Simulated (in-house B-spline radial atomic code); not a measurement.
Settings and results of a run for Ti IV (Ti3+) (an excited or competing configuration). All numbers are computed (non-relativistic r2SCAN0, spin-polarised, spherical fractional occupations, exact exchange averaged over the configuration; point nucleus) with a radial B-spline atomic code at the basis-set limit, not measured.

Command:
```bash
python run_scf.py task.json out
```
Settings:
```
Z                22
configuration    [Ar] 4p1
hamiltonian      nr
method           r2scan0
spin_polarised   True
exact_exchange   averaged over the configuration
```

Output (hartree, bohr):
```
 radial grid: 48 intervals, B-splines of order 8, outer radius 28.1081 bohr

 iter        energy (Eh)    residual
    1        -846.929882    3.88e-02
    2        -846.934265    1.42e-03
    3        -846.934281    7.00e-04
    4        -846.934285    3.59e-04
    5        -846.934286    3.86e-05
    6        -846.934286    7.35e-06
    7        -846.934286    1.22e-06
    8        -846.934286    1.39e-07

 total energy                      -846.93429
 kinetic                             846.2533
 electron-nucleus                  -1976.7663
 Hartree                             324.1939
 exact exchange                       -9.9330
 exchange-correlation                -30.6822

 orbital      occ     eigenvalue          <r>       <r^2>       <1/r>       r_max
 1s up      1.000      -181.2584    0.0701753  0.00661058     21.5246     0.04615
 1s down    1.000      -181.2550    0.0701742  0.00661036     21.5248     0.04615
 2s up      1.000       -21.8441     0.326198    0.125725     4.51491      0.2708
 2s down    1.000       -21.8422     0.326182    0.125705     4.51485      0.2708
 2p up      3.000       -18.4588     0.290235    0.103735     4.43377      0.2207
 2p down    3.000       -18.4551     0.290245    0.103737     4.43347      0.2207
 3s up      1.000        -3.9915     0.982753     1.10622     1.42149      0.8629
 3s down    1.000        -3.9855     0.984257     1.10951     1.41876      0.8637
 3p up      3.000        -3.0335      1.03449     1.24579     1.31364      0.8853
 3p down    3.000        -3.0263      1.03434     1.24392      1.3126      0.8864
 4p up      1.000        -0.9151      2.87975     9.29136    0.453167       2.639
```

Time taken, with all properties: 0.22 s on 1 thread of Arm Neoverse N1 (shared host).
